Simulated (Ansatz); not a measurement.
Born–Oppenheimer molecular dynamics of ClFH6Si2 (10 atoms, charge 0, multiplicity 1). It starts at the highest image of a converged band, a first-order saddle point between two minima.

All numbers below come from RKS PBE0-D4/def2-SVP in Ansatz 0.2.0.

| Quantity | Value |
| --- | --- |
| ensemble | NVE (velocity Verlet) |
| time step | 0.5 fs |
| steps asked | 200 |
| starting velocities drawn for | 300 K |
| seed | 6067 |

First frame:

```xyz
10
Properties=species:S:1:pos:R:3
Si -0.701 0.628 -0.195
F 0.747 2.018 -0.019
H -1.771 0.578 -1.231
H -1.303 1.484 0.879
Si 0.087 -1.375 0.706
H 1.213 1.635 -0.838
Cl 0.917 0.394 -2.002
H 0.027 -2.448 -0.327
H -0.716 -1.773 1.904
H 1.501 -1.140 1.124
```

(1) How far do the bonds stretch over the last three quarters of this one trajectory? (Pairs bonded in most of those frames.)

Answers

(1) 
| bond | mean (Å) | spread (Å) | shortest | longest |
| --- | --- | --- | --- | --- |
| Si1–H3 | 1.503 | 0.052 | 1.42 | 1.58 |
| Si1–H4 | 1.490 | 0.007 | 1.47 | 1.50 |
| Si1–Si5 | 2.352 | 0.008 | 2.34 | 2.38 |
| Si1–Cl7 | 2.211 | 0.165 | 1.99 | 2.46 |
| F2–H6 | 0.947 | 0.028 | 0.91 | 1.03 |
| Si5–H8 | 1.498 | 0.027 | 1.46 | 1.54 |
| Si5–H9 | 1.495 | 0.017 | 1.47 | 1.52 |
| Si5–H10 | 1.493 | 0.011 | 1.48 | 1.51 |

Mean temperature of the second half: 903 K. The conserved energy stayed within 0.11 meV per atom of its start (net change 0.056 meV per atom), so the integration is sound. The kinetic energy rose, since the run started high on the potential surface and went downhill. It ends in pieces (ClH5Si2 + FH), so much of that is their flight and rotation, not heat. A run of 0.1 ps of so small a system gives no equilibrium averages. The orbitals stay closed-shell, which can raise the energy where a bond breaks towards radicals; this wasn't checked here.

The run took 8.4 min on 2 threads of Intel(R) Xeon(R) Platinum 8488C (Sapphire Rapids), with other jobs on the host, peak memory 0.23 GiB.
